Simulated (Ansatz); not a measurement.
Calculated with Ansatz (gas phase, PBE0-D4/def2-TZVP geometries, no zero-point term in ΔE). CCSD(T)/CBS is the MP2 limit (def2-TZVPP, def2-QZVPP) plus CCSD(T) − MP2 in def2-TZVPP, frozen cores. This one scheme is used for every species. DFT in def2-TZVPP. For Br outer-core shells are correlated without core-valence functions, which leaves a few kJ/mol of doubt a bond. Scalar relativity is left out up to krypton. One conformer a species, not always the lowest.

Reaction (formal exchange of groups at the Si–Cl bond): `Cl[SiH2]Br` + `OBF` → `OB(F)[SiH2]Br` + HCl

`Cl[SiH2]Br`:

```xyz
5

Cl    1.259   -1.494   -0.321
Si    0.078    0.140   -0.001
Br   -2.023   -0.473    0.282
H     0.152    1.012   -1.189
H     0.535    0.815    1.229
```

`OBF`:

Z-matrix (Å, degrees):
```
B
O 1 1.344
F 1 1.332 2 120.3
H 1 1.192 2 120.1 3 -180.0
H 2 0.963 1 113.4 3 -0.0
```

`OB(F)[SiH2]Br`:

```xyz
8

O    -1.821   -0.262    0.575
B    -0.792   -0.759   -0.128
F    -0.973   -1.923   -0.738
Si    0.994    0.208   -0.276
Br    0.740    2.086    0.927
H    -1.617    0.585    0.990
H     2.130   -0.545    0.310
H     1.340    0.611   -1.661
```

HCl:

Z-matrix (Å, degrees):
```
Cl
H 1 1.279
```

| species | BHLYP energy (Eh) |
| --- | --- |
| `Cl[SiH2]Br` | -3325.16116 |
| `OBF` | -201.23641 |
| `OB(F)[SiH2]Br` | -3065.53408 |
| HCl | -460.81707 |

Q: Work out ΔE.

A: ΔE = (-3065.53408) + (-460.81707) − (-3325.16116) − (-201.23641) = 0.04642 Eh = +1.26 eV. CCSD(T)/CBS gives +1.18 eV.

Largest T1 diagnostic among the species: 0.013.

In def2-TZVPP, CCSD(T) changes the Hartree–Fock value by −0.23 eV (the triples alone add −0.02 eV) and MP2 by −0.11 eV. At CCSD(T), def2-SVP lies −0.08 eV from the extrapolated value and def2-TZVPP −0.04 eV. From BLYP to BHLYP (50 % exact exchange), in def2-TZVPP and without D4, ΔE moves by +0.11 eV.
